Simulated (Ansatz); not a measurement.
Molecular dynamics of Ag₁₂H₃C

Input:

```yaml
crystal:
  lattice:
    - [5.784133, 0.0, 0.0]
    - [2.892067, 5.009207, 0.0]
    - [0.0, 0.0, 18.722725]
  atoms:
    - { symbol: Ag, position: [0.1666667, 0.1666667, 0.053411] }
    - { symbol: Ag, position: [0.6666667, 0.1666667, 0.053411] }
    - { symbol: Ag, position: [0.1666667, 0.6666667, 0.053411] }
    - { symbol: Ag, position: [0.6666667, 0.6666667, 0.053411] }
    - { symbol: Ag, position: [-0.1666667, 0.3333333, 0.1795338] }
    - { symbol: Ag, position: [0.3333333, 0.3333333, 0.1795338] }
    - { symbol: Ag, position: [-0.1666667, 0.8333333, 0.1795338] }
    - { symbol: Ag, position: [0.3333333, 0.8333333, 0.1795338] }
    - { symbol: Ag, position: [0.0, 0.0, 0.3056566] }
    - { symbol: Ag, position: [0.5, 0.0, 0.3056566] }
    - { symbol: Ag, position: [0.0, 0.5, 0.3056566] }
    - { symbol: Ag, position: [0.5, 0.5, 0.3056566] }
    - { symbol: C, position: [0.2419971, 0.4806291, 0.5272993] }
    - { symbol: H, position: [0.3605377, 0.2758555, 0.5465273] }
    - { symbol: H, position: [0.3273275, 0.6001274, 0.5465273] }
    - { symbol: H, position: [0.0369753, 0.5678925, 0.5465273] }
basis:
  ecutwfc: 420.0
kpoints:
  mp_grid: { grid: [3, 3, 1] }
hamiltonian:
  xc: pbesol
  pseudopotentials: { kind: paw, azcp: { folder: soft_1 } }
scf:
  occupations: { method: fermi_dirac, width: 0.1 }
  lower_state_search: "off"
md:
  timestep: 0.75
  n_steps: 360
  ensemble: nve
  initial_velocities: zero
  seed: 159456
  initial_site_velocities:
    - { site: 12, velocity: [0.007282, 0.0, -0.008679] }
    - { site: 13, velocity: [0.007282, 0.0, -0.008679] }
    - { site: 14, velocity: [0.007282, 0.0, -0.008679] }
    - { site: 15, velocity: [0.007282, 0.0, -0.008679] }
  constraints: [{ sites: [0, 1, 2, 3] }]
```

Command:

```bash
$ ansatz run input.yaml --threads 4 --pin off --max-ram 10240MiB --backend cpu --events-out ev --progress --plain --runs-dir out
```

It starts from an unrelaxed structure (largest force component 1.52 eV/Å).

Output, in part (step lines):

```
md step     0: t =     0.00 fs  T =    64.5 K  F+E_penalty+E_count = -90555.28390422 eV  E_kin = 0.100004 eV  conserved = -90555.18390038 eV  (18 SCF iters)
md step     1: t =     0.75 fs  T =    68.8 K  F+E_penalty+E_count = -90555.29065317 eV  E_kin = 0.106707 eV  conserved = -90555.18394572 eV  (9 SCF iters)
md step     2: t =     1.50 fs  T =    79.1 K  F+E_penalty+E_count = -90555.30678168 eV  E_kin = 0.122718 eV  conserved = -90555.18406336 eV  (9 SCF iters)
md step     3: t =     2.25 fs  T =    94.3 K  F+E_penalty+E_count = -90555.33045511 eV  E_kin = 0.146240 eV  conserved = -90555.18421490 eV  (10 SCF iters)
md step     4: t =     3.00 fs  T =   112.8 K  F+E_penalty+E_count = -90555.35931262 eV  E_kin = 0.174953 eV  conserved = -90555.18435934 eV  (11 SCF iters)
md step     5: t =     3.75 fs  T =   133.2 K  F+E_penalty+E_count = -90555.39109543 eV  E_kin = 0.206623 eV  conserved = -90555.18447223 eV  (5 SCF iters)
md step     6: t =     4.50 fs  T =   154.4 K  F+E_penalty+E_count = -90555.42402001 eV  E_kin = 0.239468 eV  conserved = -90555.18455218 eV  (4 SCF iters)
md step     7: t =     5.25 fs  T =   175.5 K  F+E_penalty+E_count = -90555.45680483 eV  E_kin = 0.272193 eV  conserved = -90555.18461222 eV  (5 SCF iters)
[... lines left out ...]
md step   359: t =   269.25 fs  T =  1046.3 K  F+E_penalty+E_count = -90556.80796638 eV  E_kin = 1.622891 eV  conserved = -90555.18507528 eV  (4 SCF iters)
md step   360: t =   270.00 fs  T =  1033.1 K  F+E_penalty+E_count = -90556.78759776 eV  E_kin = 1.602448 eV  conserved = -90555.18515006 eV  (7 SCF iters)
```

The steps, from the saved trajectory:

```json
{"time (fs)": "0.0", "T (K)": "64", "potential energy less start (eV)": "0.000", "conserved less start (meV/atom)": "0.00"}
{"time (fs)": "9.0", "T (K)": "257", "potential energy less start (eV)": "-0.300", "conserved less start (meV/atom)": "-0.06"}
{"time (fs)": "18.0", "T (K)": "156", "potential energy less start (eV)": "-0.143", "conserved less start (meV/atom)": "-0.03"}
{"time (fs)": "27.0", "T (K)": "203", "potential energy less start (eV)": "-0.216", "conserved less start (meV/atom)": "-0.04"}
{"time (fs)": "36.0", "T (K)": "315", "potential energy less start (eV)": "-0.390", "conserved less start (meV/atom)": "-0.06"}
{"time (fs)": "45.0", "T (K)": "193", "potential energy less start (eV)": "-0.199", "conserved less start (meV/atom)": "0.00"}
{"time (fs)": "54.0", "T (K)": "432", "potential energy less start (eV)": "-0.571", "conserved less start (meV/atom)": "-0.06"}
{"time (fs)": "63.0", "T (K)": "370", "potential energy less start (eV)": "-0.474", "conserved less start (meV/atom)": "-0.02"}
{"time (fs)": "72.0", "T (K)": "509", "potential energy less start (eV)": "-0.689", "conserved less start (meV/atom)": "-0.03"}
{"time (fs)": "81.0", "T (K)": "816", "potential energy less start (eV)": "-1.167", "conserved less start (meV/atom)": "-0.07"}
{"time (fs)": "90.0", "T (K)": "878", "potential energy less start (eV)": "-1.262", "conserved less start (meV/atom)": "0.01"}
{"time (fs)": "99.0", "T (K)": "1199", "potential energy less start (eV)": "-1.762", "conserved less start (meV/atom)": "-0.15"}
{"time (fs)": "108.0", "T (K)": "341", "potential energy less start (eV)": "-0.429", "conserved less start (meV/atom)": "-0.01"}
{"time (fs)": "117.0", "T (K)": "660", "potential energy less start (eV)": "-0.925", "conserved less start (meV/atom)": "-0.11"}
{"time (fs)": "126.0", "T (K)": "1203", "potential energy less start (eV)": "-1.767", "conserved less start (meV/atom)": "-0.09"}
{"time (fs)": "135.0", "T (K)": "989", "potential energy less start (eV)": "-1.435", "conserved less start (meV/atom)": "-0.03"}
{"time (fs)": "144.0", "T (K)": "747", "potential energy less start (eV)": "-1.059", "conserved less start (meV/atom)": "-0.03"}
{"time (fs)": "153.0", "T (K)": "606", "potential energy less start (eV)": "-0.840", "conserved less start (meV/atom)": "-0.02"}
{"time (fs)": "162.0", "T (K)": "481", "potential energy less start (eV)": "-0.647", "conserved less start (meV/atom)": "-0.03"}
{"time (fs)": "171.0", "T (K)": "415", "potential energy less start (eV)": "-0.545", "conserved less start (meV/atom)": "-0.04"}
{"time (fs)": "180.0", "T (K)": "393", "potential energy less start (eV)": "-0.510", "conserved less start (meV/atom)": "-0.02"}
{"time (fs)": "189.0", "T (K)": "381", "potential energy less start (eV)": "-0.491", "conserved less start (meV/atom)": "-0.04"}
{"time (fs)": "198.0", "T (K)": "406", "potential energy less start (eV)": "-0.531", "conserved less start (meV/atom)": "-0.04"}
{"time (fs)": "207.0", "T (K)": "415", "potential energy less start (eV)": "-0.544", "conserved less start (meV/atom)": "-0.03"}
{"time (fs)": "216.0", "T (K)": "399", "potential energy less start (eV)": "-0.519", "conserved less start (meV/atom)": "-0.03"}
{"time (fs)": "225.0", "T (K)": "459", "potential energy less start (eV)": "-0.612", "conserved less start (meV/atom)": "-0.04"}
{"time (fs)": "234.0", "T (K)": "490", "potential energy less start (eV)": "-0.660", "conserved less start (meV/atom)": "-0.03"}
{"time (fs)": "243.0", "T (K)": "597", "potential energy less start (eV)": "-0.826", "conserved less start (meV/atom)": "-0.03"}
{"time (fs)": "252.0", "T (K)": "783", "potential energy less start (eV)": "-1.115", "conserved less start (meV/atom)": "-0.03"}
{"time (fs)": "261.0", "T (K)": "963", "potential energy less start (eV)": "-1.394", "conserved less start (meV/atom)": "-0.04"}
{"time (fs)": "270.0", "T (K)": "1033", "potential energy less start (eV)": "-1.504", "conserved less start (meV/atom)": "-0.08"}
```

The run went to its last step. The conserved energy stayed within 0.15 meV per atom of its start (net change -0.078 meV per atom), so the integration is sound. A run of 0.27 ps of so small a system gives no equilibrium averages. Limits of this set-up: coarse k mesh, thin slab, slab without dipole correction, odd electron count without spin, PAW files made for another functional.

Mean squared displacements from the first frame to the last: Ag 0.04 Å², C 10.47 Å², H 10.93 Å².

Last frame:

```xyz
16
Lattice="5.7841 0.0000 0.0000 2.8921 5.0092 0.0000 0.0000 0.0000 18.7227" Properties=species:S:1:pos:R:3
Ag 1.446 0.835 1.000
Ag 4.338 0.835 1.000
Ag 2.892 3.340 1.000
Ag 5.784 3.340 1.000
Ag 0.108 1.639 3.106
Ag 2.907 1.680 3.204
Ag 1.454 4.148 3.245
Ag 4.358 4.222 3.132
Ag 0.073 0.001 5.479
Ag 2.959 0.065 5.466
Ag 1.609 2.480 5.759
Ag 4.429 2.535 5.395
C 0.641 1.901 7.506
H 0.885 0.863 7.758
H 1.306 2.583 8.054
H -0.408 2.171 7.682
```

Run time: 34 min on 4 threads of Arm Neoverse V2 (shared host), peak memory 1.9 GiB.
